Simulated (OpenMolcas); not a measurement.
V2+ (d3) on a cation site of an ionic host was computed by SS-CASPT2, IPEA 0.25 Eh, imaginary shift 0.1 Eh with the d shell active (OpenMolcas, ANO-RCC-VTZP on the metal). Its lowest spin-free states, and all those of the highest spin:

```json
{"2S+1": "4", "Degeneracy": "3", "E (cm-1)": "0"}
{"2S+1": "4", "Degeneracy": "3", "E (cm-1)": "4790"}
{"2S+1": "2", "Degeneracy": "2", "E (cm-1)": "8430"}
{"2S+1": "2", "Degeneracy": "3", "E (cm-1)": "11850"}
{"2S+1": "4", "Degeneracy": "1", "E (cm-1)": "12220"}
{"2S+1": "2", "Degeneracy": "3", "E (cm-1)": "12500"}
{"2S+1": "2", "Degeneracy": "3", "E (cm-1)": "15160"}
{"2S+1": "4", "Degeneracy": "3", "E (cm-1)": "15650"}
{"2S+1": "2", "Degeneracy": "1", "E (cm-1)": "16470"}
{"2S+1": "2", "Degeneracy": "3", "E (cm-1)": "18400"}
{"2S+1": "2", "Degeneracy": "3", "E (cm-1)": "20160"}
{"2S+1": "2", "Degeneracy": "2", "E (cm-1)": "21630"}
```

Problem. Is the site octahedral, tetrahedral or cube-like, axial, or of lower symmetry?

Solution. The states with 2S+1 = 4 have orbital degeneracies 3, 3, 1, 3. Threefold states need a cubic site. For d3 at this spin an octahedron puts the single A2 below the threefold T2 and a tetrahedron or cube puts the threefold T1 below the threefold T2, so the site is a tetrahedron or a cube, which this pattern cannot tell apart. The run had V2+ with its 8 nearest fluoride ions at 2.277 Å, on the Ca site of CaF2 (a = 5.46294 Å, distance in the model lattice 2.366 Å). The rest of the host is ab initio model potentials to 7.6 Å and point charges beyond; the distance is set by hand and nothing relaxes. Ligand basis ANO-RCC-VDZP.

Roots that are degenerate in the reference are averaged as groups; the widest CASPT2 spread within a group is 530 cm-1 (the 3-fold group of multiplicity 2 near 11900 cm-1 above the lowest state of its run). Shifts and gaps below about the spread of the groups concerned are not significant. Over all roots computed the reference weight is 0.69 to 0.70; a low but even weight reflects the number of correlated electrons. An orbital triplet at a regular site is open to Jahn-Teller coupling, which can distort the site and quench the lowest spin-orbit gaps and is left out. Ligand-to-metal charge-transfer states are missing. These CASPT2 states fit no ligand-field parameters well, so their order and spin gaps are uncertain. With no ligand orbital active B as a rule stays too high, so bands that hang on it stand too high and its fall with covalency is understated. With one d shell and no ligand orbital active, 10Dq can be off by tens of per cent for divalent 3d ions, low with halides held by bare charges and at times high in hosts. Free-ion shares, where given, are those of the reference states; single-state CASPT2 does not remix them. No measured value stands beside these numbers; the geometry was set by hand and not optimised.
